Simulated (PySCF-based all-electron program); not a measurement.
# Forces on AlAsH6, singlet in several shapes

Calculated with an in-house all-electron program built on PySCF, in large uncontracted Gaussian sets near the basis limit; the spin-free Dirac equation, no spin–orbit coupling, spin-restricted. Forces are good to about 0.006 eV/Å. Atoms are numbered as listed.

Shape A:

```xyz
8

Al    0.0000    0.0000    0.0000
As    0.0000    0.0000    2.6450
H     1.5968    0.0000   -0.1622
H    -0.7984    1.3829   -0.1622
H    -0.7984   -1.3829   -0.1622
H     0.6526    1.1303    3.4261
H    -1.3051    0.0000    3.4261
H     0.6526   -1.1303    3.4261
```

PBE forces:

```csv
atom,Fx,Fy,Fz (eV/Å)
Al1,0.000,0.000,-0.018
As2,0.000,0.000,0.104
H3,-0.041,0.000,0.005
H4,0.021,-0.036,0.005
H5,0.021,0.036,0.005
H6,-0.018,-0.032,-0.034
H7,0.037,0.000,-0.034
H8,-0.018,0.032,-0.034
```

Shape B:

```xyz
8

Al    0.0000    0.0000    0.0000
As    0.0000    0.0000    2.9095
H     1.5968    0.0000   -0.1622
H    -0.7984    1.3829   -0.1622
H    -0.7984   -1.3829   -0.1622
H     0.6526    1.1303    3.6906
H    -1.3051    0.0000    3.6906
H     0.6526   -1.1303    3.6906
```

Against shape A, Al1–As2 goes from 2.645 to 2.909 Å.

Problem. What forces does PBE give in shape B?

Solution. 

```tsv
atom	Fx	Fy	Fz (eV/Å)
Al1	0.000	0.000	0.231
As2	0.000	0.000	-0.464
H3	-0.065	0.000	0.066
H4	0.032	-0.056	0.066
H5	0.032	0.056	0.066
H6	-0.021	-0.037	0.012
H7	0.042	0.000	0.012
H8	-0.021	0.037	0.012
```

Shape C:

```json
{"atom": "Al", "x (Å)": "0.0000", "y (Å)": "0.0000", "z (Å)": "0.0000"}
{"atom": "As", "x (Å)": "0.0000", "y (Å)": "0.0000", "z (Å)": "2.3805"}
{"atom": "H", "x (Å)": "1.5968", "y (Å)": "0.0000", "z (Å)": "-0.1622"}
{"atom": "H", "x (Å)": "-0.7984", "y (Å)": "1.3829", "z (Å)": "-0.1622"}
{"atom": "H", "x (Å)": "-0.7984", "y (Å)": "-1.3829", "z (Å)": "-0.1622"}
{"atom": "H", "x (Å)": "0.6526", "y (Å)": "1.1303", "z (Å)": "3.1616"}
{"atom": "H", "x (Å)": "-1.3051", "y (Å)": "0.0000", "z (Å)": "3.1616"}
{"atom": "H", "x (Å)": "0.6526", "y (Å)": "-1.1303", "z (Å)": "3.1616"}
```

Against shape A, Al1–As2 goes from 2.645 to 2.381 Å.

Problem. What forces does PBE give in shape C?

Solution. 

```csv
atom,Fx,Fy,Fz (eV/Å)
Al1,0.000,0.000,-1.238
As2,0.000,0.000,1.612
H3,-0.011,0.000,-0.066
H4,0.005,-0.009,-0.066
H5,0.005,0.009,-0.066
H6,-0.013,-0.023,-0.059
H7,0.027,0.000,-0.059
H8,-0.013,0.023,-0.059
```
